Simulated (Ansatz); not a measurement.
Consider the ligand exchange at the Sn–O bond: `[OH][SnH]([F])[F]` + CH₃SH → `C[S][SnH]([F])[F]` + H₂O.

Isolated molecules relaxed with PBE0-D4/def2-TZVP in Ansatz; ΔE leaves out vibrations. CBS: MP2 limit from def2 TZ/QZ plus the TZ coupled-cluster correction, frozen cores. This one scheme is used for every species. Functionals use def2-TZVPP. B3LYP here is the variant with VWN-RPA as its local correlation; programs differ in this. Elements past krypton have def2 core potentials. For Sn outer-core shells are correlated without core-valence functions, which leaves a few kJ/mol of doubt a bond. One conformer a species, not always the lowest.

CCSD(T)/CBS gives -41.4 kJ/mol.

Q: Another level gave -40.5 kJ/mol. Which?
A. CAM-B3LYP-D4/def2-TZVPP
B. HF/def2-TZVPP
C. PBE0-D4/def2-TZVPP
D. B3LYP-D4/def2-TZVPP

A: D. B3LYP-D4 -40.5, CAM-B3LYP-D4 -33.0, HF/def2-TZVPP -26.3, PBE0-D4 -45.7 kJ/mol.

Q: What do rigid-rotor, harmonic-oscillator terms from PBE0-D4/def2-TZVP frequencies (298.15 K, 1 bar) make of the CCSD(T)/CBS value? (Best estimate.)

A: Computed: ΔZPE = +3.6 kJ/mol, ΔH = -34.5 kJ/mol, ΔS = -9 J/(mol·K), ΔG = -31.7 kJ/mol. Modes under 50 cm⁻¹ make the entropy rough.

Largest T1 diagnostic among the species: 0.015.

Leaving LDA and LC-ωPBE aside and taking each functional with its dispersion term where it has one, the values, not all of them listed here, spread over 13.0 kJ/mol, from HSE06-D4 to B2PLYP. LDA lies −4.3 kJ/mol from PBE without D4. The D4 term adds −8.5 kJ/mol with B3LYP and −4.8 kJ/mol with PBE0; it sums over pairs of atoms, weighted by their polarisabilities, and B3LYP, whose exchange is more repulsive, gets the larger term.
